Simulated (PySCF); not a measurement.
**Assignment exercise: C11H15N**

Geometry:
```tsv
atom	x (Å)	y (Å)	z (Å)
C1	4.158	-0.203	0.262
C2	3.475	0.893	0.785
C3	2.085	0.922	0.829
C4	1.321	-0.167	0.353
N5	-0.055	-0.148	0.398
C6	-0.842	-1.085	-0.376
C7	-2.177	-0.466	-0.766
C8	-3.012	-0.073	0.457
C9	-2.110	0.266	1.648
C10	-0.763	0.821	1.209
C11	2.025	-1.275	-0.169
C12	3.415	-1.282	-0.214
H13	5.249	-0.217	0.227
H14	4.032	1.757	1.159
H15	1.587	1.812	1.215
H16	-1.007	-2.039	0.168
H17	-0.286	-1.342	-1.291
H18	-1.964	0.426	-1.378
H19	-2.729	-1.163	-1.414
H20	-3.652	0.787	0.202
H21	-3.696	-0.890	0.737
H22	-2.600	0.983	2.323
H23	-1.918	-0.642	2.244
H24	-0.901	1.786	0.677
H25	-0.158	1.042	2.102
H26	1.481	-2.153	-0.519
H27	3.925	-2.160	-0.620
```

Gas phase, rapidly exchanging positions averaged, non-relativistic, one computed conformer. J couplings at B3LYP/pcJ-1 (without the spin–dipole term); PBE0-D3(BJ)/def2-SVP geometry; shieldings: GIAO PBE0/pcSseg-1; PySCF 2.14.0 with density-fitted response routines.

Referencing at the same level of theory: 13C (σ = 184.41 ppm), 1H (σ = 31.27 ppm) against TMS.

Question: Assign these signals to the numbered atoms. 13C{1H} NMR (computed): δ 153.1, 134.7, 120.1, 114.3, 42.8, 24.2, 20.3.

Answer: 
| δ (ppm) | atoms | environment | reason |
| --- | --- | --- | --- |
| 153.1 | C4 | aromatic carbon bearing nitrogen | an ipso carbon deshielded by its heteroatom |
| 134.7 | C2/C12 | aromatic CH | the aromatic region |
| 120.1 | C1 | aromatic CH | – |
| 114.3 | C3/C11 | aromatic CH | – |
| 42.8 | C6/C10 | sp3 CH2 bonded to N | pulled downfield by the heteroatom |
| 24.2 | C7/C9 | sp3 CH2 in a ring | aliphatic region, no heteroatom directly attached |
| 20.3 | C8 | sp3 CH2 in a ring | – |

Question: Assign these signals to the numbered atoms. 1H NMR (600 MHz, computed): δ 7.28 (dd, J = 9.3, 8.1 Hz, 2H), 6.72 (t, J = 8.1 Hz, 1H), 6.48 (d, J = 9.3 Hz, 2H), 3.10 (m, 4H), 1.76 (m, 4H), 1.60 (m, 2H).

Answer: 
7.28 → H14/H27, hydrogen on an aromatic CH: it sits in the deshielding region of the aromatic ring current
6.72 → H13, hydrogen on an aromatic CH
6.48 → H15/H26, hydrogen on an aromatic CH
3.10 → H16/H17/H24/H25, hydrogen on an sp3 CH2 bonded to N: its carbon carries N, hence the downfield position
1.76 → H18/H19/H22/H23, hydrogen on an sp3 CH2 in a ring
1.60 → H20/H21, hydrogen on an sp3 CH2 in a ring: far from electronegative atoms and π systems

Multiplet labels drop couplings under 1 Hz and merge nearly equal ones. Couplings among chemically equivalent protons are left out too, so labels in AA′BB′ or AA′XX′ sets are apparent multiplicities. Unscaled 3J(H,H) at this level run about 10 % above measured values. Shifts are as computed. Against solution values, carbons near 30 ppm lie about +2 ppm off and those near 130 ppm about +5 ppm. Of 1309 compounds with measured shifts, 239 miss one by over three times the rms of a fit or turn the order of signals round; such compounds aren't used in these exercises.
